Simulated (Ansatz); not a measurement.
Computed with Ansatz on PBE0-D4/def2-TZVP structures; ΔE is electronic, products minus reactants. CCSD(T)/CBS is the MP2 limit (def2-TZVPP, def2-QZVPP) plus CCSD(T) − MP2 in def2-TZVPP, frozen cores. DFT in def2-TZVPP. One conformer a species, not always the lowest.

Consider the formal exchange of groups at a B–B bond: `FB(F)B(F)F` + `CNC(O)F` → `OC(F)B(F)F` + `CNB(F)F`.

```
     species  ωB97M-V energy (Eh)
`FB(F)B(F)F`           -449.39727
   `CNC(O)F`           -309.66422
`OC(F)B(F)F`           -439.10954
   `CNB(F)F`           -320.00741
```

Q: Work out ΔE.

A: ΔE = (-439.10954) + (-320.00741) − (-449.39727) − (-309.66422) = -0.05546 Eh = -1.51 eV. CCSD(T)/CBS gives -1.48 eV.

Largest T1 diagnostic among the species: 0.014.

In def2-TZVPP, CCSD(T) changes the Hartree–Fock value by +0.13 eV (the triples alone add +0.03 eV) and MP2 by +0.10 eV. From PBE to PBE0 (25 % exact exchange), in def2-TZVPP and without D4, ΔE moves by −0.05 eV.
